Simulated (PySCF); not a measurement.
Compound: C4H13AlN2.
Cartesian coordinates in Å at the PBE0-D3(BJ)/def2-SVP level; atoms count from 1:
```
atom  x, y, z in Å
N1     2.1324    1.1599    1.2367
Al2    1.8838   -0.7498    0.4260
N3     0.1787   -0.6963   -0.1961
C4    -0.2757   -0.2782   -1.5010
C5    -1.5279    0.5812   -1.2278
C6    -2.0255    0.0825    0.1460
C7    -1.0322   -1.0378    0.5114
H8     1.4269    1.3413    1.9521
H9     2.0253    1.8772    0.5182
H10    3.0501    1.2867    1.6673
H11    2.1020   -1.5909    1.7759
H12    3.0277   -0.6647   -0.6969
H13    0.5085    0.2585   -2.0593
H14   -0.5697   -1.1492   -2.1278
H15   -1.2645    1.6497   -1.1835
H16   -2.2850    0.4701   -2.0191
H17   -3.0666   -0.2744    0.1201
H18   -1.9817    0.8918    0.8922
H19   -0.8663   -1.1356    1.5967
H20   -1.4452   -2.0117    0.1660
```

Level: CAM-B3LYP/def2-SVPD in PySCF, non-relativistic, on one gas-phase PBE0-D3(BJ)/def2-SVP geometry that isn't relaxed in the solvent. The solvent is an IEF-PCM continuum (Bondi radii, 1.10 Å for H, scaled by 1.2). Specific hydrogen bonds and non-electrostatic terms are outside this model.

Gas phase at CAM-B3LYP/def2-SVPD: HOMO -6.86 eV, LUMO 0.25 eV, dipole 5.01 D.

Task: What does the continuum do to the energy, the frontier levels and the dipole at CAM-B3LYP/def2-SVPD in cyclohexane and acetonitrile?

Result: 
```tsv
solvent	ε	E(solvent) − E(gas) (kcal/mol)	polarisation term (kcal/mol)	distortion of the solute (kcal/mol)	HOMO (eV)	LUMO (eV)	dipole (D)
cyclohexane	2.017	-5.05	-5.42	0.37	-6.86	0.63	5.58
acetonitrile	35.69	-12.20	-14.61	2.41	-6.92	0.99	6.59
```

The first energy column is the sum of the next two and covers electrostatics alone. The atom shares or the degeneracy of the LUMO differ from the gas phase in acetonitrile, so that column needn't follow one orbital. From cyclohexane to acetonitrile the lowering changes by a factor 2.42, Onsager's factor (ε − 1)/(2ε + 1) by 2.37 and ε itself by 17.7.

Task: Which radius a makes the point-dipole formula ΔE = −[(ε − 1)/(2ε + 1)]·μ²/a³ give the value in acetonitrile, with the gas-phase dipole?

Result: μ = 1.970 au and |ΔE| = 0.01944 Eh give a = 2.42 Å; the farthest nucleus lies 3.71 Å from the centroid of the nuclei, so such a sphere wouldn't even hold the nuclei. The formula assumes a rigid point dipole at the centre of a sphere.

Task: Give the dipole vector in the frame of the coordinates (D, pointing from negative to positive charge), gas and acetonitrile.

Result: Gas (0.34, 4.63, 1.88), solvent (0.15, 6.14, 2.38). Its length changes by +32 % and its direction by 3°.

Task: How does the static polarisability (CAM-B3LYP/def2-SVPD, frozen core, with the continuum's full static response) change?

Result: 
| medium | isotropic (au) | principal values (au) | ⟨r²⟩ of the electrons (bohr²) |
| --- | --- | --- | --- |
| gas | 95.2 | 88.2, 91.6, 105.8 | 1145.8 |
| cyclohexane | 106.4 | 98.6, 104.0, 116.7 | 1145.9 |
| acetonitrile | 128.9 | 122.3, 129.1, 135.3 | 1146.1 |

The isotropic value in acetonitrile is 1.35 times the gas-phase one; no cavity-field correction is applied. ⟨r²⟩ is taken about the centre of nuclear charge.
